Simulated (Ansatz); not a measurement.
Gas-phase electronic energies from Ansatz, PBE0-D4/def2-TZVP geometries. CCSD(T)/CBS is the MP2 limit (def2-TZVPP, def2-QZVPP) plus CCSD(T) − MP2 in def2-TZVPP, frozen cores. Functionals use def2-TZVPP. Elements past krypton have def2 core potentials. For In outer-core shells are correlated without core-valence functions, which leaves a few kJ/mol of doubt a bond. Each species was taken in one conformer, which may not be the lowest.

Consider the substitution at a C–C bond: `CCCSCC` + `[OH][InH][Cl]` → `CC[O][InH][Cl]` + `CCSC`.

```tsv
species	ωB97M-V energy (Eh)
`CCCSCC`	-595.89497
`[OH][InH][Cl]`	-726.77243
`CC[O][InH][Cl]`	-805.36582
`CCSC`	-517.28375
```

Problem. Work out ΔE.

Solution. ΔE = (-805.36582) + (-517.28375) − (-595.89497) − (-726.77243) = 0.01783 Eh = +0.49 eV. CCSD(T)/CBS gives +0.51 eV.

Largest T1 diagnostic among the species: 0.015.

From PBE to PBE0 (25 % exact exchange), in def2-TZVPP and without D4, ΔE moves by +0.04 eV. Leaving LDA and LC-ωPBE aside and taking each functional with its dispersion term where it has one, the values, not all of them listed here, spread over 0.13 eV, from BLYP-D4 to PBE-QIDH. LDA lies +0.04 eV from PBE without D4. In def2-TZVPP, CCSD(T) changes the Hartree–Fock value by +0.10 eV (the triples alone add +0.00 eV) and MP2 by +0.16 eV.
